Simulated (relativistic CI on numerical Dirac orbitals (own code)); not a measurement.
# The 4f ions of charge 2+

Method of calculation: Dirac-Coulomb-Breit CI, KLI orbitals optimised for each configuration, model QED (radiative potential, 1s self-energy scaled to tabulated hydrogen-like ionisation energies), unscaled Slater integrals (own radial code, finite nucleus).

Each species is treated in one configuration, given outside its closed core, with all valence electrons in the open shell. Radial values are for the open shell of highest l, unscaled and averaged over j; ζ includes the Breit term. Labels give the leading LS character, summed over repeated terms.

```tsv
Ion	Configuration	Its lowest level	LS weight (%)	g_J	g√(J(J+1))	ζ (cm⁻¹)	⟨r⟩ (bohr)	⟨r²⟩ (bohr²)
La²⁺	4f	2F°_5/2	100	0.856	2.53	391.4	1.337	2.445
Ce²⁺	4f2	3H_4	98	0.803	3.59	511.2	1.225	2.037
Pr²⁺	4f3	4I°_9/2	98	0.729	3.63	635.5	1.145	1.77
Nd²⁺	4f4	5I_4	98	0.602	2.69	767.6	1.082	1.577
Pm²⁺	4f5	6H°_5/2	98	0.291	0.86	909.4	1.031	1.428
Sm²⁺	4f6	7F_0	96		0.00	1062	0.9873	1.309
Eu²⁺	4f7	?	?	?	?	?	?	?
Gd²⁺	4f8	7F_6	97	1.495	9.69	1404	0.916	1.127
Tb²⁺	4f9	6H°_15/2	95	1.327	10.59	1595	0.886	1.055
Dy²⁺	4f10	5I_8	95	1.243	10.55	1801	0.8589	0.9919
Ho²⁺	4f11	4I°_15/2	98	1.196	9.55	2022	0.8342	0.9366
Er²⁺	4f12	3H_6	99	1.165	7.55	2259	0.8115	0.8874
Tm²⁺	4f13	2F°_7/2	100	1.142	4.53	2513	0.7905	0.8433
```

**Question.** Fill in the row of Eu²⁺.

**Answer.** Its lowest level 8S°_7/2; LS weight (%) 98; g_J 1.996; g√(J(J+1)) 7.92; ζ (cm⁻¹) 1227; ⟨r⟩ (bohr) 0.9494; ⟨r²⟩ (bohr²) 1.21.

NIST ASD lists another ground level for La²⁺ (2D3/2), Gd²⁺ (9D°2).

At low charge ζ of a weakly bound d or f electron comes out too small.
